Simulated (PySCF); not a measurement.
Species: C₆H₈AlF₃.
Z-matrix (Å and degrees, PBE0-D3(BJ)/def2-SVP geometry), rows numbered from 1:
```
F 
C   1  1.3628
F   2  1.3006  1  110.72
C   2  1.3331  1  119.19  3   179.42
F   4  1.3376  2  117.49  1  -179.45
C   4  1.4708  2  122.05  1    -2.75
C   6  1.5519  4  113.73  2  -100.47
C   7  1.5356  6  111.36  4   145.11
C   8  1.5404  7  110.96  6   -51.85
Al  9  1.9663  8   99.42  7    44.47
H   6  1.1044  4  108.58  2   135.49
H   7  1.1026  6  111.85  4   -90.26
H   7  1.1049  6  108.39  4    26.34
H   8  1.1041  7  109.65  6  -176.51
H   8  1.1068  7  108.63  6    68.67
H   9  1.1057  8  110.10  7   -73.07
H   9  1.1012  8  112.42  7   168.39
H  10  1.5869  6  128.25  4    77.17
```

Computed with PBE0-D3(BJ)/def2-SVP geometry optimisation, gas phase in PySCF 2.14.0.

Masses are those of the commonest isotopes; rigid-rotor values at the optimised geometry. The values belong to one conformer with, in the numbering `[F:1][C:2]([F:3])=[C:4]([F:5])[C@H:6]1[CH2:7][CH2:8][CH2:9][AlH:10]1`, C2–C4–C6–C7 -100°, C4–C6–C7–C8 145°, C6–C7–C8–C9 -52°, C7–C8–C9–Al10 44°, C8–C9–Al10–C6 -23°.

**Question.** Give the principal moments of inertia and the rotational constants in GHz.

**Answer.** Ia = 273.06, Ib = 584.05, Ic = 750.41 u·Å²; 505379 MHz·u·Å²/I gives 1851, 865.3 and 673.5 MHz, that is A = 1.8508, B = 0.8653, C = 0.6735 GHz.

**Question.** Classify the top.

**Answer.** An asymmetric top. Ray's parameter κ = (2B − A − C)/(A − C) = -0.674; −1 is the prolate and +1 the oblate limit.

**Question.** Is it planar, by Δ = Ic − Ia − Ib?

**Answer.** Not planar: Δ = Ic − Ia − Ib = -106.70 u·Å². For a rigid frame Δ = −2 Σ m c², so Σ m c² = 53.35 u·Å² lies off the ab plane: 13.29 from hydrogen and 40.06 from heavier atoms. The atom farthest from that plane is 1.93 Å away.

**Question.** Give the coordinates in the principal-axis frame, origin at the centre of mass.

**Answer.** The sense of each axis is arbitrary; atoms in the order of the calculation.
| atom | mass (u) | a (Å) | b (Å) | c (Å) |
| --- | --- | --- | --- | --- |
| F1 | 18.998 | 0.775 | 1.551 | 0.207 |
| C2 | 12.000 | 1.552 | 0.432 | 0.154 |
| F3 | 18.998 | 2.758 | 0.690 | 0.566 |
| C4 | 12.000 | 1.016 | -0.712 | -0.271 |
| F5 | 18.998 | 1.807 | -1.791 | -0.299 |
| C6 | 12.000 | -0.406 | -0.822 | -0.631 |
| C7 | 12.000 | -1.282 | -1.465 | 0.477 |
| C8 | 12.000 | -2.684 | -0.838 | 0.515 |
| C9 | 12.000 | -2.599 | 0.698 | 0.595 |
| Al10 | 26.982 | -1.204 | 1.014 | -0.755 |
| H11 | 1.008 | -0.487 | -1.387 | -1.576 |
| H12 | 1.008 | -1.345 | -2.560 | 0.367 |
| H13 | 1.008 | -0.798 | -1.282 | 1.453 |
| H14 | 1.008 | -3.261 | -1.271 | 1.351 |
| H15 | 1.008 | -3.227 | -1.133 | -0.403 |
| H16 | 1.008 | -2.272 | 1.008 | 1.604 |
| H17 | 1.008 | -3.572 | 1.181 | 0.418 |
| H18 | 1.008 | -1.056 | 2.072 | -1.928 |

**Question.** Where do the levels up to J = 3 lie, in MHz?

**Answer.** Above 0(0,0):
J = 1: 1(0,1) 1539, 1(1,1) 2524, 1(1,0) 2716
J = 2: 2(0,2) 4591, 2(1,2) 5410, 2(1,1) 5985, 2(2,1) 8942, 2(2,0) 8967
J = 3: 3(0,3) 9109, 3(1,3) 9724, 3(1,2) 10872, 3(2,2) 13558, 3(2,1) 13682, 3(3,1) 18980, 3(3,0) 18982
The levels of one J sum to (2J + 1)J(J + 1)(A + B + C)/3.

**Question.** Which types of transition are allowed, and where do some lines up to J = 2 fall?

**Answer.** The dipole components are |μa| = 0.99 D, |μb| = 0.03 D, |μc| = 0.28 D. Intensities carry the squares of the components, which stand as 1.00 : 0.00 : 0.08 (a : b : c). Some lines, for components of 0.1 D or more:

```csv
type,branch,"J(Ka,Kc)",MHz,lower level (cm⁻¹)
a,Q,"2(1,1) ← 2(1,2)",575,0.180
c,Q,"2(1,2) ← 2(0,2)",819,0.153
c,Q,"1(1,1) ← 1(0,1)",986,0.051
a,R,"1(0,1) ← 0(0,0)",1539,0.000
c,R,"1(1,0) ← 0(0,0)",2716,0.000
a,R,"2(1,2) ← 1(1,1)",2886,0.084
c,Q,"2(2,1) ← 2(1,1)",2957,0.200
a,R,"2(0,2) ← 1(0,1)",3052,0.051
a,R,"2(1,1) ← 1(1,0)",3269,0.091
c,R,"2(1,1) ← 1(0,1)",4447,0.051
c,R,"2(2,0) ← 1(1,0)",6251,0.091
c,R,"2(2,1) ← 1(1,1)",6418,0.084
```

**Question.** Estimate the classical rotational partition function at 25 K, 50 K and 500 K.

**Answer.** Point group C1, symmetry number σ = 1; q = (√π/σ)·√((kT/h)³/(ABC)), k/h = 20836.6 MHz/K: 20300 at 25 K, 57400 at 50 K, 1810000 at 500 K.

PBE0-D3(BJ)/def2-SVP frequencies: not computed here. Constants of a rigid frame at the computed geometry: no zero-point averaging, no centrifugal distortion. Quadrupole hyperfine structure (27Al) is left out.
